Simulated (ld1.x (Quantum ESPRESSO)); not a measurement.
## What the settings do to the PAW potential of technetium

Base potential:

```
Element                 : Tc
Generator               : ld1.x (Quantum ESPRESSO) 7.5
Type                    : PAW
Functional              : LDA (PZ)
Relativity              : scalar-relativistic
Frozen core             : [Ar] 3d10
Valence charge          : 15
Reference configuration : 4s2 4p6 4d5 5s1.5 5p0.5
Partial waves           : 4s (bound): rcut 1.65, rcutus 2.15 bohr; 5s (bound): rcut 1.65, rcutus 2.15 bohr; 4p (bound): rcut 1.60, rcutus 1.85 bohr; 5p (bound): rcut 1.60, rcutus 1.85 bohr; 4d (bound): rcut 1.60, rcutus 1.80 bohr; 4d channel at 2.25 Ry: rcut 1.60, rcutus 1.80 bohr
Local potential         : all-electron potential smoothed inside 1.85 bohr (lloc = -1)
Core correction         : Bessel-smoothed model core inside 1.15 bohr
Augmentation charge     : GAUSS, radius 1.30 bohr
```

All-electron outer shells of the reference configuration (LDA (PZ), scalar-relativistic, ld1.x):

| shell | level (eV) | outermost node (bohr) | outermost maximum (bohr) |
| --- | --- | --- | --- |
| 3p | -416.34 | 0.16 | 0.36 |
| 3d | -250.93 | – | 0.31 |
| 4s | -74.14 | 0.50 | 0.95 |
| 4p | -46.15 | 0.51 | 1.03 |
| 4d | -7.52 | 0.50 | 1.27 |
| 5s | -5.75 | 1.28 | 2.69 |
| 5p | -1.92 | 1.45 | 3.58 |

Cutoffs, loose and tight: the cutoffs (Ry, on a coarse ladder) from which the occupation-weighted sum of valence levels, in a spherical-Bessel basis at the reference potential, stays within 10 and 1 mRy of its value at 400 Ry. They do not see the model core or the augmentation charge, which bear on the density cutoff. Test errors are all-electron minus pseudo excitation energies from the reference, over the configurations 4s2 4p6 4d5 5s2 5p0; 4s2 4p6 4d5 5s1 5p0; 4s2 4p6 4d5 5s0 5p0; 4s2 4p6 4d4 5s0 5p0; 4s1 4p6 4d5 5s2 5p0; 4s2 4p6 4d6 5s1 5p0; 4s2 4p6 4d4 5s2 5p0 (two spin-polarised tests are not counted in the largest error). A dash means not determined; rows that change the core or the reference have their own tests. The largest error is taken over the tests solved by every variant that gives reliable tests at all: 4s2 4p6 4d4 5s0 5p0; 4s2 4p6 4d5 5s0 5p0; 4s2 4p6 4d5 5s1 5p0; 4s2 4p6 4d5 5s2 5p0.

Cutoffs are not given where the Bessel-basis levels miss the radial ones by over 6 mRy, ghosts where they miss by over 20 mRy; a channel whose overlap is not positive is not tested.

A file whose overlap is not positive is unfit for use, and its test errors describe a broken file.

| change | outcome | bound ghosts | largest test error (meV) |
| --- | --- | --- | --- |
| base | generated, overlap not positive | not determined (overlap not positive) | -4.3 |
| core correction Bessel-smoothed model core inside 0.66 bohr | generated, overlap not positive | not determined (overlap not positive) | -4.3 |
| core correction Bessel-smoothed model core inside 0.94 bohr | generated, overlap not positive | not determined (overlap not positive) | -4.3 |
| core correction Bessel-smoothed model core inside 1.22 bohr | generated, overlap not positive | not determined (overlap not positive) | -4.3 |
| core correction Bessel-smoothed model core inside 1.44 bohr | generated, overlap not positive | not determined (overlap not positive) | -4.3 |
| core correction Bessel-smoothed model core inside 1.72 bohr | generated, overlap not positive | not determined (overlap not positive) | -4.3 |
| core correction Bessel-smoothed model core inside 2.02 bohr | generated, overlap not positive | not determined (overlap not positive) | -4.3 |
